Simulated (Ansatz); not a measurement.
```yaml
crystal:
  periodic: [false, false, false]
  atoms:
    - {symbol: O, position_ang: [0.016258, 1.152585, 1.486011]}
    - {symbol: Si, position_ang: [0.648567, 0.013714, 0.525297]}
    - {symbol: O, position_ang: [0.755582, 0.256959, -1.111863]}
    - {symbol: C, position_ang: [-0.282392, -0.718881, -0.832418]}
    - {symbol: Cl, position_ang: [-1.919857, -0.119567, -1.165488]}
    - {symbol: H, position_ang: [-0.794259, 1.575133, 1.187452]}
    - {symbol: H, position_ang: [1.811734, -0.559090, 1.212619]}
    - {symbol: H, position_ang: [-0.143534, -1.657852, -1.357509]}
basis:
  gaussian: {orbitals: cc-pVDZ}
hamiltonian: {xc: {name: HF}}
correlation: {method: mp2, frozen_orbitals: {O: 9}}
output: {forces: true}
```

```sh
$ ansatz run in.yaml --threads 2 --pin off --events-out ev --progress --plain --max-ram 4352MiB
```

It prints (some lines left out):

```
Functional definition: HF
  name "HF"
  cite "Fock, Z. Phys. 61, 126 (1930) doi:10.1007/BF01340294"
  parent pbe
  exchange = exact_x
  correlation = 0
Error: "frozen_orbitals" has no count for Si
```

What is wrong with this run?

Frozen orbitals are typed for one element alone, and the program wants a count for each. The input was rejected before any iteration.
